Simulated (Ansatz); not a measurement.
Reaction (ligand exchange at the Si–C bond): `C=C([SiH3])OC` + `NCCO` → `OCCN[SiH3]` + `C=COC`

Calculated with Ansatz (gas phase, PBE0-D4/def2-TZVP geometries, no zero-point term in ΔE). CCSD(T)/CBS is the MP2 limit (def2-TZVPP, def2-QZVPP) plus CCSD(T) − MP2 in def2-TZVPP, frozen cores. This one scheme is used for every species. DFT in def2-TZVPP. B3LYP here is the variant with VWN-RPA as its local correlation; programs differ in this. One conformer a species, not always the lowest.

`C=C([SiH3])OC`:

Cartesian coordinates in Å:
```
C -1.210 -0.451 -0.576
C -0.237 0.135 0.128
Si -0.586 1.403 1.468
O 1.091 -0.092 -0.019
C 1.479 -1.029 -0.998
H -2.239 -0.189 -0.370
H -1.035 -1.184 -1.353
H -0.050 0.932 2.771
H -2.056 1.586 1.562
H 0.063 2.697 1.132
H 2.566 -1.077 -0.968
H 1.153 -0.714 -1.995
H 1.061 -2.019 -0.783
```

`NCCO`:

Z-matrix (Å, degrees):
```
C
C 1 1.507
N 1 1.452 2 109.8
H 1 1.102 2 108.1 3 125.1
H 1 1.095 2 108.2 3 -119.0
O 2 1.418 1 107.7 3 -64.9
H 2 1.098 1 109.7 3 174.4
H 2 1.097 1 109.0 3 55.4
H 3 1.013 1 108.8 2 58.0
H 3 1.012 1 110.8 2 175.8
H 6 0.959 2 108.8 1 167.1
```

`OCCN[SiH3]`:

Cartesian coordinates in Å:
```
O -0.862 2.178 0.651
C -0.272 1.696 -0.542
C -0.333 0.185 -0.626
N 0.334 -0.416 0.504
Si 0.875 -2.041 0.551
H -1.810 2.028 0.601
H -0.744 2.141 -1.427
H 0.770 2.019 -0.509
H 0.155 -0.137 -1.553
H -1.391 -0.122 -0.707
H 0.105 0.053 1.368
H 1.628 -2.227 1.817
H 1.753 -2.287 -0.626
H -0.208 -3.071 0.497
```

`C=COC`:

Cartesian coordinates in Å:
```
C 0.510 -1.264 0.484
C 0.767 -0.512 -0.582
O 0.212 0.664 -0.920
C -0.765 1.170 -0.042
H -0.216 -1.000 1.241
H 1.051 -2.191 0.608
H 1.502 -0.805 -1.324
H -1.103 2.115 -0.463
H -1.612 0.481 0.043
H -0.346 1.342 0.956
```

Is it downhill or uphill in electronic energy at CCSD(T)/CBS, and by how much? (Best estimate.)

Ansatz gave: Downhill: ΔE = -50.7 kJ/mol.

What do these levels give: B3LYP-D4, ωB97M-V, B2PLYP, B3LYP, MP2/def2-TZVPP, SCS-MP2/def2-TZVPP, CCSD/def2-TZVPP, CCSD(T)/def2-TZVPP, HF/def2-QZVPP, MP2/def2-QZVPP, MP2/CBS(def2), CCSD/CBS(def2)? (An estimate is asked.)

Computed: B3LYP-D4 -53.2, ωB97M-V -52.7, B2PLYP -54.0, B3LYP -54.2, MP2/def2-TZVPP -52.9, SCS-MP2/def2-TZVPP -53.8, CCSD/def2-TZVPP -53.0, CCSD(T)/def2-TZVPP -51.1, HF/def2-QZVPP -61.9, MP2/def2-QZVPP -52.8, MP2/CBS(def2) -52.5, CCSD/CBS(def2) -52.6 kJ/mol.

Largest T1 diagnostic among the species: 0.013.

In def2-TZVPP, CCSD(T) changes the Hartree–Fock value by +10.4 kJ/mol (the triples alone add +1.9 kJ/mol) and MP2 by +8.6 kJ/mol.
